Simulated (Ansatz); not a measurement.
Reactions of `O[SiH2]O[SiH2][SiH3]`.

Isolated molecules relaxed with PBE0-D4/def2-TZVP in Ansatz; ΔE leaves out vibrations. CCSD(T)/CBS is the MP2 limit (def2-TZVPP, def2-QZVPP) plus CCSD(T) − MP2 in def2-TZVPP, frozen cores. This one scheme is used for every species. For Se outer-core shells are correlated without core-valence functions, which leaves a few kJ/mol of doubt a bond. Scalar relativity is left out up to krypton. Each species was taken in one conformer, which may not be the lowest.

Task: Order these by ΔE at CCSD(T)/CBS, lowest first. (An estimate is asked.)
A. `O[SiH2]O[SiH2][SiH3]` + `S=CCCS` → `[SiH3][SiH2]CC=S` + `O[SiH2]OCS`
B. `O[SiH2]O[SiH2][SiH3]` + H₂Se → `[SiH3][SiH2][SeH]` + `O[SiH2]O`
C. `O[SiH2]O[SiH2][SiH3]` + `BNC=C` → `BN(C=C)[SiH2][SiH3]` + `O[SiH2]O`
D. `O[SiH2]O[SiH2][SiH3]` + `COCC=O` → `COC[SiH2]O` + `O=CO[SiH2][SiH3]`
E. `O[SiH2]O[SiH2][SiH3]` + `N[Si](O)(Cl)Cl` → `O[SiH2]N[Si](O)(Cl)Cl` + `O[SiH2][SiH3]`
F. `O[SiH2]O[SiH2][SiH3]` + `[CH3][Al]([OH])[OH]` → `O[SiH2][Al]([OH])[OH]` + `CO[SiH2][SiH3]`

Result: B (+31.7 kJ/mol), E (+53.1 kJ/mol), C (+66.2 kJ/mol), D (+105.0 kJ/mol), A (+132.3 kJ/mol), F (+237.0 kJ/mol).

Largest T1 diagnostic: 0.016, for `O=CO[SiH2][SiH3]`.
